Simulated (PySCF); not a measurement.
# Hartree-Fock beside MP2: AlB2H2O

These are calculations, not measurements. The program is PySCF 2.14.0, an open-source quantum chemistry code, run on an isolated molecule that a program drew, which may never have been made. The molecule is AlB2H2O (charge 0, doublet), drawn as the SMILES string `B[B][Al]=[O]`.

The geometry was optimised and harmonic frequencies were computed with HF and MP2, all in the cc-pV(D+d)Z basis, for the commonest isotopes, with a restricted reference for singlets and an unrestricted one otherwise, and a frozen core in MP2. Each result is a local minimum of its method.

Geometry at the HF minimum:
```xyz
6
AlB2H2O, angstrom
B    -1.5822    0.3522    2.4596
B    -0.3447   -0.4122    1.7348
Al    1.2448   -1.3957    0.8006
O     2.4414   -2.1361    0.0982
H    -2.5572   -0.2597    2.7998
H    -1.5321    1.5343    2.6608
```

Lengths of the bonds as drawn, in Å (atoms numbered as above):
| bond | HF | MP2 |
|---|---|---|
| B1-B2 | 1.625 | 1.613 |
| B2-Al3 | 2.090 | 2.104 |
| Al3-O4 | 1.573 | 1.631 |
| B1-H5 | 1.200 | 1.208 |
| B1-H6 | 1.200 | 1.208 |

Rotational constants, in GHz:
| constant | HF | MP2 |
|---|---|---|
| A | 233.8 | 230.5 |
| B | 2.075 | 2.033 |
| C | 2.056 | 2.016 |

Harmonic frequencies in cm^-1, each column in rising order, so a row needn't be the same motion in every method:
| rank | HF | MP2 |
|---|---|---|
| 1 | 101 | 101 |
| 2 | 120 | 101 |
| 3 | 219 | 205 |
| 4 | 250 | 206 |
| 5 | 434 | 416 |
| 6 | 649 | 575 |
| 7 | 927 | 857 |
| 8 | 1050 | 1009 |
| 9 | 1211 | ? |
| 10 | 1262 | 1205 |
| 11 | 2672 | 2614 |
| 12 | 2748 | 2697 |

**Estimate the missing MP2 frequency from the HF column.**

A single factor s that minimises the squared misfit of MP2 against s times HF over the other rows is sum(HF x MP2) / sum(HF^2) = 0.9712, with an rms misfit of 28 cm^-1. For rank 9 it gives 0.9712 x 1211 = 1176 cm^-1. The calculation gives 1074 cm^-1, 102 cm^-1 below the estimate. The drawn bonds are on average 1.0 % longer in MP2 than in HF.
